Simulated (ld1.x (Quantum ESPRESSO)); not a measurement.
# Cutoff test, Sm, ultrasoft

samarium, ultrasoft, made with ld1.x (Quantum ESPRESSO) 7.5 (PBE, fully relativistic). Core [Kr] 4d10 4f6, reference 5s2 5p6 5d0.5 6s1.5 6p0. Waves: 5s (bound): rcut 1.80, rcutus 2.05 bohr; 6s (bound): rcut 1.80, rcutus 2.05 bohr; 5p (bound): rcut 2.85, rcutus 3.05 bohr; 6p (bound, empty): rcut 2.85, rcutus 3.05 bohr; 5d (bound): rcut 3.60, rcutus 4.00 bohr; 5d channel at 1.2 Ry: rcut 3.60, rcutus 4.00 bohr. Local part: all-electron potential smoothed inside 3.65 bohr (lloc = -1). Core correction: none. Augmentation charge: PSQ, radius 1.35 bohr.

Open shells are filled in proportion to 2j + 1 (rel_dist='average').

The pseudo-atom Hamiltonian at the reference potential is diagonalised in spherical Bessel functions j_l(qr) that vanish at 20 bohr, with q² up to the cutoff. All-electron valence levels (Ry): 5s -3.1299, 6s -0.2482, 5p1/2 -1.8456, 6p1/2 -0.0906, 5p3/2 -1.5880, 6p3/2 -0.0784, 5d3/2 -0.1075, 5d5/2 -0.0955.

Q: How do the lowest levels (Ry) of each channel move with the cutoff, and are there ghosts?

A:

| cutoff (Ry) | s #1 | s #2 | s #3 | p1/2 #1 | p1/2 #2 | p3/2 #1 | p3/2 #2 | p3/2 #3 | d3/2 #1 | d3/2 #2 | d5/2 #1 | f #1 | Σ f·Δε (mRy) |
| --- | --- | --- | --- | --- | --- | --- | --- | --- | --- | --- | --- | --- | --- |
| 8 | -3.1028 | -0.2379 | 0.0015 | -1.8447 | -0.0673 | -1.5871 | -0.0623 | 0.0549 | -0.1074 | 0.0445 | -0.0954 | 0.0874 | 74.8 |
| 10 | -3.1230 | -0.2432 | 0.0005 | -1.8454 | -0.0750 | -1.5877 | -0.0682 | 0.0517 | -0.1074 | 0.0445 | -0.0955 | 0.0874 | 22.6 |
| 15 | -3.1296 | -0.2471 | -0.0002 | -1.8456 | -0.0900 | -1.5880 | -0.0780 | 0.0468 | -0.1074 | 0.0444 | -0.0955 | 0.0874 | 2.3 |
| 18 | -3.1296 | -0.2479 | -0.0004 | -1.8456 | -0.0901 | -1.5880 | -0.0780 | 0.0468 | -0.1074 | 0.0444 | -0.0955 | 0.0874 | 1.0 |
| 25 | -3.1298 | -0.2481 | -0.0004 | -1.8456 | -0.0904 | -1.5880 | -0.0782 | 0.0467 | -0.1074 | 0.0444 | -0.0955 | 0.0874 | 0.2 |
| 30 | -3.1298 | -0.2481 | -0.0004 | -1.8456 | -0.0905 | -1.5880 | -0.0782 | 0.0467 | -0.1074 | 0.0444 | -0.0955 | 0.0874 | 0.1 |
| 400 | -3.1299 | -0.2481 | -0.0004 | -1.8456 | -0.0905 | -1.5880 | -0.0783 | 0.0467 | -0.1074 | 0.0444 | -0.0955 | 0.0874 | 0.0 |

Result: no extra level below or beside the all-electron valence levels (s, p1/2, p3/2, d3/2, d5/2, f tested); 10 mRy is reached at 12 Ry and 1 mRy at 21 Ry.

Test run stopped at test 1 of 7 (negative rho).
